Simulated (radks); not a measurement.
Excited configurations of Nd3+: one electron is placed in a higher orbital outside [Xe] 4f2. The ground configuration is [Xe] 4f3. Method: scalar-relativistic Kohn-Sham, PBE, spin-polarised, spherical densities, finite nucleus; open shells are filled with parallel spins first (spin-orbit coupling, left out, can overturn this in heavy ions); Fermi nuclear charge, rms radius 4.9123 fm; computed with a radial shooting solver on a logarithmic mesh with Libxc functionals. Excitation = E - E(ground); binding = E(ion) - E, where the ion is the core of charge +4; n* = 4/sqrt(2 binding) in atomic units, and the quantum defect is n - n*.

outer orbital  excitation (eV)  binding (eV)     n*  quantum defect  eigenvalue (eV)  <r> (bohr)
5d                       9.610        31.340  2.636           2.364          -26.419       2.165
5f                      26.477        14.474  3.878           1.122          -12.093       4.145
6s                      13.661        27.290  2.824           3.176          -24.110       3.151
6p                      18.822        22.128  3.137           2.863          -19.503       3.653
6d                      25.373        15.578  3.738           2.262          -13.749       4.780
6f                      31.361         9.590  4.764           1.236           -8.359       7.263
7s                      25.904        15.047  3.804           3.196          -13.500       5.650
7p                      28.044        12.907  4.107           2.893          -11.529       6.368
7d                      31.124         9.827  4.707           2.293           -8.717       7.924
7f                      34.245         6.706  5.698           1.302           -5.961       11.09

The Delta-SCF ionisation energy is 40.951 eV (NIST Atomic Spectra Database: 40.60 eV, semi-empirical). Self-interaction in the functional shifts the binding energies and quantum defects, so they are the method's values and not measured ones. Open shells are spherical and high-spin; term and fine-structure splittings are not resolved. Spin-orbit splitting is averaged out at the scalar-relativistic level.
